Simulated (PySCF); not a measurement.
## Two-component Hartree-Fock for Pt⁶³⁺ (platinum, charge +63)

Start: [Ne] 3s2 3p3; 3p1/2 filled at m_j = -1/2, +1/2; 3p3/2 filled at m_j = +3/2. Calculated with PySCF 2.14 in an uncontracted even-tempered set (17 s from 21 bohr⁻², ratio 2.4; 14 p from 27 bohr⁻², ratio 2.4; 4 d from 92 bohr⁻², ratio 2.6; 4 f from 140 bohr⁻², ratio 2.6): generalised Hartree-Fock with the X2C-1e Hamiltonian and a Gaussian nucleus; one run each with spin-orbit coupling (SO) switched off, then screened by Boettger's factors.

```csv
spinor shell,electrons,"ε, spin-free (eV)","ε, screened SO (eV)",weight of nominal j (screened SO),"rms radius, screened SO (bohr)"
1s1/2,2,-84052.4,-84011.3,1.000,0.0194
2s1/2,2,-18985.2,-18968.6,1.000,0.0771
2p1/2,2,-17151.3,-18423.3,1.000,0.0652
2p3/2,4,-17151.3,-16636.5,1.000,0.0728
3s1/2,2,-7585.9,-7579.5,1.000,0.186
3p1/2,2,-7075.7,-7384.7,1.000,0.176
3p3/2,1,-7075.7,-6923.1,1.000,0.188
```

| quantity | spin-free | screened SO |
| --- | --- | --- |
| E (hartree) | -13810.76321 | -13850.59519 |
| M_J | 3/2 | 3/2 |
| ⟨J²⟩ | 3.750 | 3.750 |
| ⟨L²⟩ | 0.000 | 2.618 |
| ⟨S²⟩ | 3.750 | 1.494 |

Each row is a mean over spinors that exchange with the open shell spreads, by up to 31.861 eV (3s1/2).

Breit and QED terms are absent; they matter most for the inner s and p1/2 levels.

Densities and radii are taken from the X2C orbitals without a picture-change correction, which distorts them close to the nucleus.

Without spin-orbit coupling the j labels of p, d and f shells carry no meaning; the spin-free column gives the mean over the occupied spinors of each nl shell.
